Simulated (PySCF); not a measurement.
C3H5N3, SMILES N=c1[nH]cc[nH]1. Geometry optimised at PBE-D3(BJ)/def2-SVP.

All values below come from PBE-D3(BJ)/def2-SVP run with PySCF.

Harmonic wavenumbers (cm⁻¹): 173, 334, 423, 445, 580, 611, 641, 706, 708, 758, 877, 936, 1022, 1060, 1092, 1117, 1243, 1332, 1368, 1409, 1601, 1738, 3211, 3231, 3455, 3614, 3616. Rotational constants (GHz): 8.730, 3.789, 2.642; symmetry number 1.

Q: Work out the zero-point energy and the ideal-gas rigid-rotor harmonic-oscillator thermochemistry at 298.15 K and 1 atm.

A: ZPE = ½ Σ hcν = ½ × 37300 cm⁻¹ = 223.10 kJ/mol. H − E(el) = 239.79 kJ/mol. Entropy in J/(mol K): translation 163.87, rotation 107.58, vibration 34.08, total 305.53. G − E(el) = 148.70 kJ/mol. Cp = 93.86 J/(mol K).
